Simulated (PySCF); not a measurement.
Species: C5H9NOSi.
Geometry (PBE0-D3(BJ)/def2-SVP, Å), atoms numbered from 1 in this order:
```
atom  x, y, z in Å
C1    -1.7846   -0.1291    0.5869
C2    -0.3356   -0.4350    0.2446
C3     0.0046   -1.8111    0.6877
N4     0.3016   -2.8762    1.0289
C5     0.6631    0.5499    0.8979
C6     1.9993    0.4396    0.1545
Si7    1.4014    0.1131   -1.6072
O8    -0.1636   -0.3593   -1.1570
H9    -1.9503   -0.1776    1.6726
H10   -2.0260    0.8810    0.2268
H11   -2.4502   -0.8482    0.0911
H12    0.7522    0.3570    1.9781
H13    0.2379    1.5598    0.7754
H14    2.5817   -0.4233    0.5167
H15    2.6217    1.3374    0.2756
H16    2.1153   -0.9769   -2.3286
H17    1.3136    1.3191   -2.4796
```

Level of theory: TDDFT wB97X-D/def2-SVPD, vertical, gas phase, core orbitals frozen in the response (PySCF 2.14.0, density-fitted response routines).

Transition dipole moments from the ground state, in atomic units and in the frame of the coordinates above (overall signs are arbitrary), for the states with f of 0.002 or more among the lowest 6:

```json
{"state": "S1", "E (eV)": "7.386", "μx": "-0.041", "μy": "0.105", "μz": "0.073"}
{"state": "S3", "E (eV)": "7.922", "μx": "-0.013", "μy": "0.010", "μz": "0.365"}
{"state": "S5", "E (eV)": "8.028", "μx": "-0.113", "μy": "-0.068", "μz": "0.167"}
{"state": "S6", "E (eV)": "8.268", "μx": "-0.058", "μy": "0.339", "μz": "0.082"}
```

Problem. Work out the oscillator strengths.

Solution. f = (2/3) ΔE |μ|² with ΔE in hartree (27.2114 eV).

```json
{"state": "S1", "|μ|² (au)": "0.018", "|μ| (D)": "0.34", "f": "0.003"}
{"state": "S3", "|μ|² (au)": "0.134", "|μ| (D)": "0.93", "f": "0.026"}
{"state": "S5", "|μ|² (au)": "0.045", "|μ| (D)": "0.54", "f": "0.009"}
{"state": "S6", "|μ|² (au)": "0.125", "|μ| (D)": "0.90", "f": "0.025"}
```

Problem. Which bond between heavy atoms lies closest to the direction of the S3 transition dipole?

Solution. C2–O8, at 7° from it; next C6–Si7 at 22°.

Problem. What angle do the transition dipoles of S3 and S6 make?

Solution. |cos θ| = |μa·μb| / (|μa| |μb|) = 0.26, so θ ≈ 75° (taken between 0 and 90°, since the signs are arbitrary).

One conformer stands for the species.
